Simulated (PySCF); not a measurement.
CaF$_{2}$, triplet, at a GFN2-xTB geometry (such geometries of metal compounds can be far from the true shape) (a higher spin typed on purpose: for a closed-shell molecule this is an excited state). Base run: HF/STO-3G (PySCF).

Geometry (Å):
```xyz
3

Ca     0.0128    -0.0021    -0.0048
F     -0.2542     1.4945    -1.2986
F      0.2258    -1.4898     1.3093
```
Charge 0, spin multiplicity 3.
Orbitals are unrestricted.
All else is at PySCF's defaults.
Base energy -865.84654 Eh.

Variants of this job, named by their change:

```
change                                                                            ΔE vs base (mEh)  SCF cycles  <S^2>               outcome
--------------------------------------------------------------------------------  ----------------  ----------  -----  --------------------
base                                                                                         0.000          15  2.001             converged
solver = newton; init_guess = 1e                                                            97.459           -  2.089  another SCF solution
diis = off; damp = 0.6 (with mf.diis_start_cycle = 200; with mf.max_cycle = 150)                 -         150      -         not converged
level_shift = 0.5 (with mf.max_cycle = 100)                                                  0.000          35  2.001             converged
init_guess = atom                                                                            0.000          15  2.001             converged
diis = off; damp = 0.3 (with mf.diis_start_cycle = 200; with mf.max_cycle = 150)                 -         150      -         not converged
DIIS = ADIIS                                                                                     -          50      -         not converged
conv_tol_grad = 1e-7                                                                         0.000          17  2.001             converged
damp = 0.5; diis_start_cycle = 5                                                             0.000          17  2.001             converged
diis_space = 4                                                                               0.000          23  2.001             converged
conv_tol_grad = 1e-3                                                                         0.000          15  2.001             converged
solver = newton                                                                              0.000           -  2.001             converged
DIIS = EDIIS                                                                                     -          50      -         not converged
```

A guess, shift, damping, solver or small numerical setting can't move a converged solution much, so rows marked as another SCF solution ended in a different state.

Open shells are given as the SCF converged; they aren't shown to be the lowest states, and a large step between rows can be another state.
